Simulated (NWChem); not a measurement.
System: SiHF, singlet; SMILES F[SiH]

Input file for NWChem:

```
start job
memory heap 200 mb stack 900 mb global 1100 mb
geometry units angstroms noautoz
  Si     0.100090     0.585904     0.000000
  H     -1.450034     0.804208     0.000000
  F      0.069099    -1.066693     0.000000
end
basis spherical
  Si library aug-cc-pvdz
  H library aug-cc-pvdz
  F library aug-cc-pvdz
end
dft
  xc b3lyp
  iterations 150
end
tddft
  nroots 8
  notriplet
end
task tddft energy
```

Low-valent species are run as closed-shell singlets; no triplet was tried in these runs. Coordinates come from a PBE-D3(BJ)/def2-SVP optimisation. B3LYP is NWChem's, with the RPA form of VWN correlation.

Vertical excitations in the gas phase.

Q: What results follow from this input? (B3LYP/aug-cc-pVDZ, full TDDFT.) Quantities: lowest excitation, singlet (eV); oscillator strength of that lowest state; lowest state with f > 0.02, singlet (eV); oscillator strength of that bright state; orbital gap (eV).

A: 
- lowest excitation, singlet (eV): 2.89
- oscillator strength of that lowest state: 0.019
- lowest state with f > 0.02, singlet (eV): 5.39
- oscillator strength of that bright state: 0.055
- orbital gap (eV): 3.87
